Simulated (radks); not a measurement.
All-electron atom: neutral potassium in [Ar] 4s1 (the NIST ground configuration).

All-electron calculation, scalar-relativistic Kohn-Sham, BLYP, spin-polarised, spherical densities, finite nucleus; open shells are filled with parallel spins first; Fermi nuclear charge, rms radius 3.4349 fm. Program: a radial shooting solver on a logarithmic mesh with Libxc functionals.

Energy parts (hartree):
| part | energy |
|---|---|
| total | -602.31294 |
| kinetic | 605.96710 |
| electron-nucleus | -1433.26358 |
| Hartree | 258.57040 |
| exchange-correlation | -33.58685 |

Orbitals (lengths in bohr, moments of r in powers of bohr):
| orbital | occ. | eigenvalue (hartree) | <1/r> | <r> |
|---|---|---|---|---|
| 1s up | 1 | -129.4986 | 18.72 | 0.08105 |
| 1s down | 1 | -129.4980 | 18.72 | 0.08105 |
| 2s up | 1 | -12.97991 | 3.797 | 0.3879 |
| 2s down | 1 | -12.97929 | 3.797 | 0.3879 |
| 2p up | 3 | -10.29429 | 3.701 | 0.3506 |
| 2p down | 3 | -10.29368 | 3.701 | 0.3506 |
| 3s up | 1 | -1.28711 | 1.101 | 1.269 |
| 3s down | 1 | -1.28537 | 1.101 | 1.268 |
| 3p up | 3 | -0.68150 | 0.9554 | 1.439 |
| 3p down | 3 | -0.67942 | 0.9564 | 1.437 |
| 4s up | 1 | -0.08870 | 0.2640 | 4.856 |
| 4p up | 0 | -0.02917 | 0.1820 | 7.026 |

The highest occupied level is 4s up at -2.414 eV. Spin moment in Bohr magnetons: 1. For comparison, the ionisation energy in NIST's Atomic Spectra Database is 4.341 eV (measured). In exact Kohn-Sham theory the highest level is minus the ionisation energy, but local and semilocal functionals leave it too shallow, through self-interaction and a potential that decays too fast; potentials with the right tail come closer.
